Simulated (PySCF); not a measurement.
## Where the electron goes

Compound: C4H3F2N3OS.
Z-matrix (Å and degrees, PBE0-D3(BJ)/def2-SVP geometry), rows numbered from 1:
```
N 
C   1  1.2685
C   2  1.4740  1  127.69
N   3  1.3160  2  120.68  1   179.26
S   4  1.6368  3  108.78  2  -179.53
N   5  1.6498  4   97.80  3    -0.08
C   6  1.3016  5  106.96  4    -0.15
O   7  1.3429  3  121.37  2    -1.03
C   8  1.3881  7  117.78  3   177.51
F   9  1.3256  8  105.96  7   161.30
F   9  1.3318  8  109.25  7   -81.52
H   1  1.0251  2  111.33  3     0.07
H   2  1.1015  1  119.24  3   179.76
H   9  1.1008  8  111.53  7    39.91
```

Level of theory: TDDFT wB97X-D/def2-SVPD, vertical, gas phase, core orbitals frozen in the response (PySCF 2.14.0, density-fitted response routines).

Kohn–Sham orbitals with the atoms that hold most of them (Löwdin shares over 4%, at most four atoms; ? is withheld):

| orbital | ε (eV) | atoms |
| --- | --- | --- |
| LUMO+2 | 1.17 | S5 72%, N6 11%, N4 9% |
| LUMO+1 | 0.73 | C7 21%, N6 19%, C2 18%, N1 17% |
| LUMO | -0.83 | N4 28%, S5 19%, C3 14%, N1 13% |
| HOMO | -9.73 | ? |
| HOMO-1 | -10.12 | ? |
| HOMO-2 | -11.27 | N6 25%, N4 24%, N1 14%, C2 10% |
| HOMO-3 | -11.43 | N4 43%, N6 35%, S5 7%, C3 5% |

(1) Give the leading atoms of the HOMO-1.

(2) Give the leading atoms of the HOMO.

(3) The HOMO–LUMO gap is 8.90 eV. Where does the response calculation put the lowest singlet, and from which orbitals?

(4) Give energy, strength and leading configuration of S1 and S2, and follow the Löwdin shares of the leading atoms from the occupied to the empty orbital.

Answers

(1) N1 (bonded to C and H) 61%; C2 (bonded to C, N and H) 14%; H12 (bonded to N) 7%; C3 (bonded to 2 C and N) 6%. By element: nitrogen 61% or more, carbon 21% or more, hydrogen 7% or more.

(2) S5 (bonded to 2 N) 37%; C3 (bonded to 2 C and N) 13%; C7 (bonded to C, N and O) 11%; N1 (bonded to C and H) 10%. By element: sulfur 37%, carbon 24% or more, nitrogen 10% or more.

(3) S1 is at 4.51 eV (f = 0.0026), 4.40 eV below the gap, made of HOMO-1→LUMO (77%), HOMO-1→LUMO+1 (20%). Its leading pair isn't HOMO and LUMO; the energies of that pair differ by 9.29 eV. Without the coupling terms of the response equations the lowest excitation would equal the gap.

(4) 
- S1 (4.51 eV, f 0.0026), HOMO-1→LUMO (77%): N1 61% → 13%, C2 14% → at most 13%, N4 at most 7% → 28%, S5 at most 7% → 19%
- S2 (4.97 eV, f 0.259), HOMO→LUMO (94%): S5 37% → 19%, C3 13% → 14%, N4 at most 11% → 28%

One conformer stands for the species.
